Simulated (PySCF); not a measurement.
**Assigning NMR signals**

Geometry:
```csv
atom,x (Å),y (Å),z (Å)
C1,2.014,0.412,-1.171
C2,1.327,0.190,-0.068
C3,-0.044,-0.442,-0.004
C4,-0.336,-1.351,-1.211
C5,-0.161,-1.329,1.209
O6,-1.068,-1.418,1.969
Cl7,1.252,-2.370,1.404
C8,-1.141,0.652,0.080
C9,-0.954,1.648,1.212
F10,-1.144,1.344,-1.117
H11,1.656,0.136,-2.148
H12,2.975,0.895,-1.138
H13,1.728,0.495,0.890
H14,-1.248,-1.921,-1.039
H15,0.488,-2.040,-1.373
H16,-0.477,-0.740,-2.098
H17,-2.124,0.169,0.150
H18,-0.963,1.130,2.166
H19,-1.769,2.367,1.193
H20,-0.017,2.184,1.091
```

Calculated, not measured (PySCF 2.14): σ from GIAO-PBE0/pcSseg-1, structure optimised with GFN2-xTB. In vacuum, a single conformation, rapidly exchanging positions averaged, relativity neglected.

Scale: ¹³C (σref 186.93), ¹H (σref 31.72) vs TMS (reference shieldings calculated alike).

Question: Assign these signals to the numbered atoms. ¹³C{¹H} NMR (computed): δ 190.7, 143.5, 126.7, 94.2, 63.3, 22.9, 19.0.

Answer: 
190.7 → C5, carbonyl carbon
143.5 → C2, alkene CH: as expected for a trigonal carbon in a double bond
126.7 → C1, terminal =CH2 carbon: an sp2 carbon of a C=C bond
94.2 → C8, sp3 CH bonded to F: the inductive effect lowers its shielding
63.3 → C3, quaternary sp3 carbon α to a carbonyl
22.9 → C4, methyl carbon: a saturated carbon with 1 carbon neighbour and no heteroatom attached
19.0 → C9, methyl carbon

Question: Assign these signals to the numbered atoms. ¹H NMR (500 MHz, computed): δ 6.32 (m, 1H), 5.87 (m, 1H), 5.65 (m, 1H), 4.88 (m, 1H), 1.68 (s, 3H), 1.38 (m, 3H).

Answer: 
```tsv
δ (ppm)	atoms	environment	reason
6.32	H13	hydrogen on an alkene CH	attached to an sp2 carbon and in the plane of the double bond
5.87	H12	hydrogen on a terminal =CH2 carbon	olefinic region
5.65	H11	hydrogen on a terminal =CH2 carbon	–
4.88	H17	hydrogen on an sp3 CH bonded to F	its carbon carries F, which withdraws density
1.68	H14/H15/H16	hydrogen on a methyl carbon	–
1.38	H18/H19/H20	hydrogen on a methyl carbon	–
```

Carbons that carry Cl, above all several Cl atoms, come out too deshielded, partly because spin–orbit coupling is missing. Splittings by ¹⁹F in the carbon and heteronuclear signals aren't shown, as no couplings were computed. Shifts are as computed. Against solution values, carbons near 30 ppm lie about +3 ppm off and those near 130 ppm about +5 ppm; carbons on Cl a further +6 ppm. Of 1211 compounds with measured shifts, 218 miss one by over three times the rms of a fit or turn the order of signals round; such compounds aren't used in these exercises. No couplings were computed; multiplicities are counted from neighbouring protons, with m where these are inequivalent, close in shift, in a saturated or five-membered ring or joined by F or P, and br s for small geminal =CH2 splittings.
